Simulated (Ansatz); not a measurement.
`[SiH3]C1C=N1` + `O[AsH2]` → `[SiH3]O[AsH2]` + `C1=NC1` at 400 K and 1 bar (ligand exchange at the Si–C bond).

Isolated molecules relaxed with PBE0-D4/def2-TZVP in Ansatz; ΔE leaves out vibrations. CBS: MP2 limit from def2 TZ/QZ plus the TZ coupled-cluster correction, frozen cores. For As outer-core shells are correlated without core-valence functions, which leaves a few kJ/mol of doubt a bond. Scalar relativity is left out up to krypton.

```
        species  CCSD(T)/CBS energy (Eh)  H − E (kJ/mol)  S (J/(mol·K))
 `[SiH3]C1C=N1`               -422.79559           183.6          331.7
      `O[AsH2]`              -2311.97217            94.9          282.5
`[SiH3]O[AsH2]`              -2602.28728           145.6          365.5
       `C1=NC1`               -132.51911           134.8          260.4
```

H − E and S are ideal-gas, rigid-rotor, harmonic terms from PBE0-D4/def2-TZVP, for one conformer and one mirror image of each species. 1 Eh = 2625.50 kJ/mol, R = 8.31446 J/(mol·K).

Task: By hand: ΔE, ΔH, ΔS and ΔG.

Result: ΔE = (-2602.28728) + (-132.51911) − (-422.79559) − (-2311.97217) = -0.03863 Eh = -101.4 kJ/mol. Δ(H − E) = 145.6 + 134.8 − 183.6 − 94.9 = 1.9, so ΔH = -99.5 kJ/mol. ΔS = 365.5 + 260.4 − 331.7 − 282.5 = 11.7 J/(mol·K). ΔG = -99.5 − 400 × (11.7)/1000 = -104.2 kJ/mol.

Task: By hand: the equilibrium constant, and the temperature at which ΔG would vanish if ΔH and ΔS stayed fixed.

Result: log₁₀ K = −ΔG/(RT ln 10) = 13.6. ΔH and −TΔS have one sign here, so there is no such temperature.

The number of gas molecules stays the same, so ΔS is small and ΔH decides. A doubt of 5 kJ/mol in ΔE shifts log₁₀ K by 0.7 here. Other conformers and mirror images would add mixing entropy, several J/(mol·K) or more a flexible species. Modes under 60 cm⁻¹, often nearly free rotors, make the harmonic entropy too high. These are equilibria of isolated gas molecules and say nothing of rates. Largest T1 diagnostic: 0.012 (customary marks: 0.02 for closed shells, 0.045 for open ones).

ΔS is within the doubt of such terms, so its sign, and with it that verdict, could turn.
